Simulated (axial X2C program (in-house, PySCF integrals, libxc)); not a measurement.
# Potential curves of WC⁺, 2c

All values were computed with an in-house all-electron X2C program for linear molecules (integrals from PySCF). Two-component (2c) means X2C with spin–orbit coupling and atomic mean-field two-electron Coulomb and Gaunt terms. Basis: W dyall-cv3z [13s14p9d7f4g], C dyall-v3z [7s6p2d1f] (cores contracted in-house); Gaussian nuclei, density fitting, unrestricted open shells. Masses: W 183.951 u, C 12.000 u.

State: Ω = 3/2 (⟨Sz⟩ = -0.49, ⟨Lz⟩ = 1.99 at HF). Energies in cm⁻¹ from the lowest point of each curve. Fits are polynomials in 1 − R0/R over 0.85 to 1.23 times the lowest point R0.

| R (Å) | HF |
| --- | --- |
| 1.4642 | 20733 |
| 1.5315 | 12985 |
| 1.5820 | 8928 |
| 1.6325 | 5857 |
| 1.6830 | 3535 |
| 1.7419 | 1630 |
| 1.8008 | 491 |
| 1.8765 | 0 |
| 1.9691 | 622 |
| 2.1038 | 3273 |

The state is one determinant whose occupation by symmetry is held fixed; it was picked as the lowest of a PBE0 search that is not exhaustive. Other states lie close and PBE0, whose exact exchange favours high spin, may order them wrongly; the determinant shown need not be the ground state. The nearest other 2c determinant of the search, Ω = 1/2, lies 0.33 eV up at the distance of the search. The determinant is spin-polarised beyond a pure state at some levels (its spin-free form has ⟨S²⟩ too high), which makes Re and μ there less reliable.

What are Re and ωe at the HF level?

At HF, 2c: Re = 1.877 Å, ωe ≈ 690 cm⁻¹; Be follows as 0.425 cm⁻¹.
